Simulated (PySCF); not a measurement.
Si(Me)(OH)(SeH)2 (CH6OSe2Si), SMILES O[Si]([SeH])(C)[SeH].

Geometry optimised at PBE0-D3(BJ)/def2-SVP. Other conformers were not sampled.

Computed with TDDFT-CAM-B3LYP/def2-SVPD run with PySCF.

Vertical excitations. 

### Question
Give excitation energies, oscillator strengths and character. (An estimate is asked for; the answer gives what the named calculation found.)

### Answer

```json
[
 {"state": "S1", "energy (eV)": "5.17", "λ (nm)": "240", "f": "0.004", "main pairs": "HOMO→LUMO 52 %, HOMO→LUMO+1 27 %"},
 {"state": "S2", "energy (eV)": "5.29", "λ (nm)": "234", "f": "0.000", "main pairs": "HOMO−1→LUMO 44 %, HOMO−1→LUMO+1 28 %, HOMO→LUMO+2 11 %"},
 {"state": "S3", "energy (eV)": "5.85", "λ (nm)": "212", "f": "0.100", "main pairs": "HOMO→LUMO+1 57 %, HOMO→LUMO 21 %"},
 {"state": "S4", "energy (eV)": "5.97", "λ (nm)": "208", "f": "0.033", "main pairs": "HOMO−1→LUMO+1 52 %, HOMO−1→LUMO 16 %, HOMO→LUMO+2 15 %"},
 {"state": "S5", "energy (eV)": "6.49", "λ (nm)": "191", "f": "0.025", "main pairs": "HOMO→LUMO+2 38 %, HOMO−1→LUMO 26 %, HOMO→LUMO+4 12 %"},
 {"state": "S6", "energy (eV)": "6.55", "λ (nm)": "189", "f": "0.008", "main pairs": "HOMO−1→LUMO+2 44 %, HOMO→LUMO 16 %, HOMO−2→LUMO 12 %"},
 {"state": "S7", "energy (eV)": "6.87", "λ (nm)": "180", "f": "0.007", "main pairs": "HOMO→LUMO+3 35 %, HOMO−1→LUMO+2 14 %, HOMO−1→LUMO+3 11 %, HOMO−2→LUMO 7 %"},
 {"state": "S8", "energy (eV)": "6.91", "λ (nm)": "180", "f": "0.012", "main pairs": "HOMO→LUMO+3 30 %, HOMO−2→LUMO 28 %, HOMO−2→LUMO+1 8 %"},
 {"state": "S9", "energy (eV)": "7.08", "λ (nm)": "175", "f": "0.001", "main pairs": "HOMO→LUMO+4 35 %, HOMO→LUMO+2 12 %, HOMO−1→LUMO+4 11 %, HOMO−1→LUMO+10 9 %"},
 {"state": "S10", "energy (eV)": "7.16", "λ (nm)": "173", "f": "0.074", "main pairs": "HOMO−1→LUMO+4 19 %, HOMO−2→LUMO 18 %, HOMO−1→LUMO+6 11 %, HOMO−1→LUMO+3 9 %"},
 {"state": "T1", "energy (eV)": "4.78", "λ (nm)": "260", "f": "0", "main pairs": "HOMO→LUMO 45 %, HOMO→LUMO+1 29 %, HOMO−1→LUMO+2 8 %"},
 {"state": "T2", "energy (eV)": "4.91", "λ (nm)": "253", "f": "0", "main pairs": "HOMO−1→LUMO 41 %, HOMO−1→LUMO+1 22 %, HOMO→LUMO+2 15 %, HOMO→LUMO+4 7 %"},
 {"state": "T3", "energy (eV)": "5.43", "λ (nm)": "228", "f": "0", "main pairs": "HOMO→LUMO+1 54 %, HOMO→LUMO 15 %, HOMO−1→LUMO+2 12 %"},
 {"state": "T4", "energy (eV)": "5.60", "λ (nm)": "221", "f": "0", "main pairs": "HOMO−1→LUMO+1 53 %, HOMO→LUMO+2 17 %"}
]
```
Triplets are in the Tamm–Dancoff approximation, which puts them higher than full response would, so one can lie above its singlet here.
